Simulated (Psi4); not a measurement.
Noncovalent pair: CH3F (SMILES CF) (first 5 atoms) with CH2O (SMILES C=O); geometry from B3LYP-D3(BJ)/def2-TZVP, rigid monomers moved along the line of their centres of mass till F2···C6 is 3.88 Å.
(charge 0, multiplicity 1):
```json
[
 {"atom": "C", "x (Å)": "-0.5414", "y (Å)": "-0.1869", "z (Å)": "-0.1505"},
 {"atom": "F", "x (Å)": "-0.4407", "y (Å)": "1.0388", "z (Å)": "0.5134"},
 {"atom": "H", "x (Å)": "-0.5796", "y (Å)": "-0.9803", "z (Å)": "0.5948"},
 {"atom": "H", "x (Å)": "-1.4522", "y (Å)": "-0.1788", "z (Å)": "-0.7491"},
 {"atom": "H", "x (Å)": "0.3335", "y (Å)": "-0.3031", "z (Å)": "-0.7900"},
 {"atom": "C", "x (Å)": "-0.3683", "y (Å)": "0.1837", "z (Å)": "4.2931"},
 {"atom": "O", "x (Å)": "-0.4509", "y (Å)": "-1.0130", "z (Å)": "4.2320"},
 {"atom": "H", "x (Å)": "-1.2619", "y (Å)": "0.8314", "z (Å)": "4.3566"},
 {"atom": "H", "x (Å)": "0.6061", "y (Å)": "0.7057", "z (Å)": "4.2934"}
]
```

These are SAPT0/jun-cc-pV(D+d)Z (Psi4) values and carry that method's errors.

### Question
Which attractive term is largest, and how does the interaction split up?

### Answer
electrostatics -1.43, exchange 0.07, induction -0.07, dispersion -0.23, total -1.65 kcal/mol; the largest attraction is electrostatics.
